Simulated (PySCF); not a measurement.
Numbering as in the mapped SMILES `[CH:1]#[C:2][C@@H:3]1[C@@H:4]([F:5])[Si@H:6]1[C:7]#[CH:8]`. Each H is labelled by its parent atom.

PySCF calculation with shielding tensors at PBE0/pcSseg-1 (GIAO) and geometry: GFN2-xTB; no solvent model, relativity neglected, a single conformation.

Predict the 2D correlation tables (HSQC, COSY, HMBC).

Answers



HSQC (one-bond C–H):
```tsv
δH	δC
5.18 (H(C4))	86.2 (C4)
2.25 (H(C3))	13.8 (C3)
1.86 (H(C8))	105.4 (C8)
1.38 (H(C1))	73.1 (C1)
```

COSY cross peaks (H two or three bonds apart, from the bond graph; peaks can be absent where the dihedral angle is near 90°):
```tsv
δH	δH
5.18 (H(C4))	3.59 (H(Si6))
5.18 (H(C4))	2.25 (H(C3))
3.59 (H(Si6))	2.25 (H(C3))
```

HMBC (two and three bonds, from the bond graph):
```tsv
δH	δC
5.18 (H(C4))	86.2 (C2), 80.9 (C7), 13.8 (C3)
3.59 (H(Si6))	105.4 (C8), 86.2 (C2), 86.2 (C4), 80.9 (C7), 13.8 (C3)
2.25 (H(C3))	86.2 (C2), 86.2 (C4), 80.9 (C7), 73.1 (C1)
1.86 (H(C8))	80.9 (C7)
1.38 (H(C1))	86.2 (C2), 13.8 (C3)
```

δ = σ(ref) − σ, references computed at the same level: TMS for 1H (σ = 31.72 ppm) and 13C (σ = 186.93 ppm).

Shifts are as computed. Against solution values, carbons near 30 ppm lie about +3 ppm off and those near 130 ppm about +5 ppm. Of 1211 compounds with measured shifts, 218 miss one by over three times the rms of a fit or turn the order of signals round; such compounds aren't used in these exercises.
